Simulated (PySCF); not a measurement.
Species: C6H12NP.
SMILES with atom numbers: `[NH:1]=[P@:2]12[CH2:3][CH2:4][C@H:5]([CH2:6][CH2:7]1)[CH2:8]2` (hydrogens: H9 on N1; H10, H11 on C3; H12, H13 on C4; H14 on C5; H15, H16 on C6; H17, H18 on C7; H19, H20 on C8)

The same species was optimised twice, with GFN2-xTB and with PBE0-D3(BJ)/def2-SVP (PySCF), and the same property calculations (PySCF, gas phase) were run on both structures.

```json
{"coordinate": "N1=P2 (Å)", "GFN2-xTB": "1.554", "PBE0-D3(BJ)/def2-SVP": "1.565", "change": "+0.011"}
{"coordinate": "C6–C7 (Å)", "GFN2-xTB": "1.534", "PBE0-D3(BJ)/def2-SVP": "1.544", "change": "+0.010"}
{"coordinate": "C3–C4 (Å)", "GFN2-xTB": "1.536", "PBE0-D3(BJ)/def2-SVP": "1.545", "change": "+0.009"}
{"coordinate": "C4–C5 (Å)", "GFN2-xTB": "1.538", "PBE0-D3(BJ)/def2-SVP": "1.544", "change": "+0.006"}
{"coordinate": "C5–C8 (Å)", "GFN2-xTB": "1.523", "PBE0-D3(BJ)/def2-SVP": "1.529", "change": "+0.006"}
{"coordinate": "C5–C6 (Å)", "GFN2-xTB": "1.539", "PBE0-D3(BJ)/def2-SVP": "1.544", "change": "+0.005"}
{"coordinate": "P2–C7 (Å)", "GFN2-xTB": "1.857", "PBE0-D3(BJ)/def2-SVP": "1.853", "change": "-0.004"}
{"coordinate": "P2–C3 (Å)", "GFN2-xTB": "1.823", "PBE0-D3(BJ)/def2-SVP": "1.825", "change": "+0.002"}
{"coordinate": "P2–C8 (Å)", "GFN2-xTB": "1.858", "PBE0-D3(BJ)/def2-SVP": "1.859", "change": "+0.001"}
{"coordinate": "N1–P2–C3 (°)", "GFN2-xTB": "111.3", "PBE0-D3(BJ)/def2-SVP": "113.1", "change": "+1.8"}
{"coordinate": "N1–P2–C7 (°)", "GFN2-xTB": "126.0", "PBE0-D3(BJ)/def2-SVP": "124.7", "change": "-1.3"}
{"coordinate": "N1–P2–C8 (°)", "GFN2-xTB": "129.5", "PBE0-D3(BJ)/def2-SVP": "128.7", "change": "-0.8"}
{"coordinate": "C6–C5–C8 (°)", "GFN2-xTB": "105.9", "PBE0-D3(BJ)/def2-SVP": "105.2", "change": "-0.7"}
{"coordinate": "C3–P2–C7 (°)", "GFN2-xTB": "98.9", "PBE0-D3(BJ)/def2-SVP": "99.3", "change": "+0.4"}
{"coordinate": "C4–C5–C8 (°)", "GFN2-xTB": "105.7", "PBE0-D3(BJ)/def2-SVP": "105.3", "change": "-0.4"}
{"coordinate": "P2–C8–C5 (°)", "GFN2-xTB": "94.8", "PBE0-D3(BJ)/def2-SVP": "95.0", "change": "+0.2"}
{"coordinate": "C7–P2–C8 (°)", "GFN2-xTB": "91.0", "PBE0-D3(BJ)/def2-SVP": "91.2", "change": "+0.2"}
```

Rotational constants: A = 2805, B = 1774, C = 1520 MHz (GFN2-xTB) against A = 2785, B = 1765, C = 1509 MHz (PBE0-D3(BJ)/def2-SVP). Point groups within 0.08 Å: C1 and C1.

On the GFN2-xTB structure: HOMO (eV) -6.15 [PBE0/pcSseg-1]; LUMO (eV) 0.92 [PBE0/pcSseg-1]; dipole (D) 3.51 [PBE0/pcSseg-1]; GIAO shielding of N1 (ppm) 230.6 [PBE0/pcSseg-1]; GIAO shielding of P2 (ppm) 297.9 [PBE0/pcSseg-1]; GIAO shielding of C3/C7 (mean) (ppm) 161.9 [PBE0/pcSseg-1]; GIAO shielding of C4/C6 (mean) (ppm) 155.9 [PBE0/pcSseg-1]; GIAO shielding of C5 (ppm) 154.1 [PBE0/pcSseg-1]; GIAO shielding of C8 (ppm) 151.6 [PBE0/pcSseg-1].

**Question.** What do these properties become on the PBE0-D3(BJ)/def2-SVP structure?

**Answer.** 
```tsv
property	level	on GFN2-xTB	on PBE0-D3(BJ)/def2-SVP	change
HOMO (eV)	PBE0/pcSseg-1	-6.15	-6.09	+0.06
LUMO (eV)	PBE0/pcSseg-1	0.92	0.88	-0.04
dipole (D)	PBE0/pcSseg-1	3.51	3.60	+0.09
energy, GFN2-xTB geometry as zero (kcal/mol)	PBE0/pcSseg-1	0.0	-0.4	-0.4
GIAO shielding of N1 (ppm)	PBE0/pcSseg-1	230.6	229.6	-1.0
GIAO shielding of P2 (ppm)	PBE0/pcSseg-1	297.9	293.5	-4.4
GIAO shielding of C3/C7 (mean) (ppm)	PBE0/pcSseg-1	161.9	160.8	-1.1
GIAO shielding of C4/C6 (mean) (ppm)	PBE0/pcSseg-1	155.9	154.1	-1.8
GIAO shielding of C5 (ppm)	PBE0/pcSseg-1	154.1	152.6	-1.5
GIAO shielding of C8 (ppm)	PBE0/pcSseg-1	151.6	149.2	-2.4
```

The heavy atoms differ by 0.017 Å rms after alignment. Among bonds between heavy atoms N1=P2 and C6–C7 change most and about equally (+0.010 to +0.011 Å). Changes are differences of the printed values. Neither structure is proved a minimum here.
